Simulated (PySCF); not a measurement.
C3H3N2, SMILES c1c[c][nH]n1, multiplicity 2. Geometry optimised at PBE-D3(BJ)/def2-SVP. The isomer is the one that the SMILES or the coordinates give; other isomers of the formula were not compared.

Computed equilibrium geometry at PBE-D3(BJ)/def2-SVP (PySCF confirms it by a frequency run) as Cartesian coordinates in Å, and its point group:
point group Cs.
```xyz
8

C     -1.1881     0.0868     0.0000
C     -0.5198    -1.1293     0.0000
C      0.8421    -0.7209     0.0000
N      0.9820     0.6172     0.0000
N     -0.2890     1.0928     0.0000
H     -0.9429    -2.1380     0.0000
H      1.7418    -1.3505     0.0000
H     -0.4557     2.0990     0.0000
```
Charge 0, spin multiplicity 2.
